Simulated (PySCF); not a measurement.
Telling isomers of C$_{2}$H$_{8}$F$_{3}$NSi$_{2}$ apart by NMR

Non-relativistic Hamiltonian, single conformer, fast rotation and ring inversion assumed for equivalent nuclei, no solvent. Geometry: GFN2-xTB; GIAO PBE0/pcSseg-1 shieldings; PySCF 2.14.

Referencing at the same level of theory: TMS for $^{1}$H and $^{13}$C. Splittings of carbon signals by F and P are missing where no couplings were computed. Where no couplings were computed, multiplicities follow the n + 1 count of equivalent neighbours, and m marks all less simple cases (inequivalent or close neighbours, rings, F or P nearby). Shifts are as computed. Against solution values, carbons near 30 ppm lie about +3 ppm off and those near 130 ppm about +5 ppm. Of 1211 compounds with measured shifts, 218 miss one by over three times the rms of a fit or turn the order of signals round; such compounds aren't used in these exercises. OH and NH positions are gas-phase values without hydrogen bonding to other molecules.

(1) Tabulate the signals of `C[SiH2][Si@H](N)C(F)(F)F`, `FC(F)(F)CN([SiH3])[SiH3]` and their relative energies.

(2) What is the quickest way to tell C[SiH2][Si@H](N)C(F)(F)F from FC(F)(F)CN([SiH3])[SiH3]?

Answers

(1) 
```json
{"SMILES": "C[SiH2][Si@H](N)C(F)(F)F", "carbon types": "1×C 1×CH3", "δC": "141.2, -10.7", "δH": "5.28 (m, 1H), 3.94 (m, 1H), 3.90 (m, 1H), 0.45 (m, 3H), 0.34 (br s, 2H)", "E rel. (kcal/mol)": "0.0"}
{"SMILES": "FC(F)(F)CN([SiH3])[SiH3]", "carbon types": "1×C 1×CH2", "δC": "135.9, 59.7", "δH": "4.77 (s, 6H), 3.51 (m, 2H)", "E rel. (kcal/mol)": "5.6"}
```

Energies are electronic energies at PBE0/pcSseg-1 on these geometries, without zero-point or thermal terms, each for the one conformer computed, which needn't be the lowest.

(2) Both give the same number of carbon signals, but DEPT or the intensities differ. The first has a methyl carbon bonded to Si (CH3) at -10.7 ppm, the second an sp3 CH2 bonded to N at 59.7 ppm. Their most deshielded carbons lie at 141.2 and 135.9 ppm. In the proton spectra the most deshielded non-exchanging signals are 5.28 (m, 1H) and 4.77 (s, 6H).
